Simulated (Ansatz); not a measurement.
Results of the Gaussian-basis code of Ansatz.

A structure relaxed at PBE0-D4/def2-TZVP, charge 0, multiplicity 1:

| atom | x (Å) | y (Å) | z (Å) |
| --- | --- | --- | --- |
| C1 | -1.197 | -1.058 | -0.882 |
| C2 | -0.165 | -0.267 | -0.093 |
| C3 | -0.451 | -0.363 | 1.400 |
| C4 | 1.239 | -0.777 | -0.396 |
| O5 | -0.270 | 1.082 | -0.504 |
| Al6 | 0.465 | 2.557 | -0.153 |
| H7 | -1.172 | -2.117 | -0.614 |
| H8 | -1.004 | -0.965 | -1.953 |
| H9 | -2.199 | -0.672 | -0.682 |
| H10 | 0.287 | 0.209 | 1.969 |
| H11 | -0.414 | -1.399 | 1.743 |
| H12 | -1.445 | 0.036 | 1.618 |
| H13 | 1.984 | -0.207 | 0.166 |
| H14 | 1.343 | -1.830 | -0.124 |
| H15 | 1.454 | -0.676 | -1.462 |
| H16 | -0.083 | 3.801 | -0.955 |
| H17 | 1.629 | 2.649 | 0.921 |

Task: Give its formula and SMILES.

Result: C4H11AlO, `CC(C)(C)[O][AlH2]`.

Task: Point group (tolerance 0.08 Å, 0.16 Å for H)?

Result: Cs.

Task: Summarise the bond lengths by kind.

Result: 3 × C–C 1.521 to 1.524 Å; 9 × C–H 1.092 to 1.094 Å; 1 × C–O 1.414 Å; 1 × Al–O 1.685 Å; 2 × Al–H 1.578 to 1.586 Å.
